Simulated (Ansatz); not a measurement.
Input and output for `[CH3][Nb]([OH])([OH])=[S]`.

```yaml
crystal:
  periodic: [false, false, false]
  atoms:
    - {symbol: C, position_ang: [-1.428410, -0.387969, -0.458971]}
    - {symbol: Nb, position_ang: [0.784277, 0.054840, 0.267862]}
    - {symbol: O, position_ang: [1.083738, -0.612618, 1.777930]}
    - {symbol: O, position_ang: [1.561671, 0.333237, -1.107887]}
    - {symbol: S, position_ang: [0.163551, 2.263799, 0.907902]}
    - {symbol: H, position_ang: [-2.035349, -0.551166, 0.518000]}
    - {symbol: H, position_ang: [-1.649004, 0.237639, -1.160572]}
    - {symbol: H, position_ang: [-1.497958, -1.482978, -0.647254]}
    - {symbol: H, position_ang: [1.376871, -0.581107, 2.953945]}
    - {symbol: H, position_ang: [2.188770, 1.061057, -1.792102]}
basis:
  gaussian: {orbitals: STO-3G, nuclear_model: gaussian, point_charges: [{charge: 2.00, position_ang: [5.039, -0.064, -0.059]}]}
hamiltonian: {xc: {name: B97}}
```

```sh
$ ansatz run in.yaml --threads 4 --pin off --events-out ev --progress --plain --max-ram 10444MiB
```

Output, abridged:

```
Functional definition: B97
718 factors; integrals over basis functions are off by at most 1.9e-4 eV
mean field evaluation 1: about -117014.9232 eV, gradient 1.7e1 eV
mean field evaluation 2: about -116997.1449 eV, gradient 7.7e1 eV
mean field evaluation 4: about -117016.1151 eV, gradient 5.8e0 eV
mean field evaluation 8: about -117016.1711 eV, gradient 1.9e-1 eV
mean field evaluation 16: about -117016.1712 eV, gradient 3.6e-5 eV
mean field -117016.17119090 eV, -4300.2649748558 hartree, gradient 3.6e-5 eV, S^2 0.000000; 0 other end points of the search recorded, 0 dependent functions left out
reference -117016.17120820 eV, -4300.2649754918 hartree; 42, 42 occupied and 14, 14 virtual orbitals, 718 factors
Total energy: -117016.17120820 eV, -4300.2649754918 hartree
```

Hardware: 4 threads of an Intel Xeon 6975P-C on a shared host. Wall time 1.1 s, peak host memory 0.22 GiB.
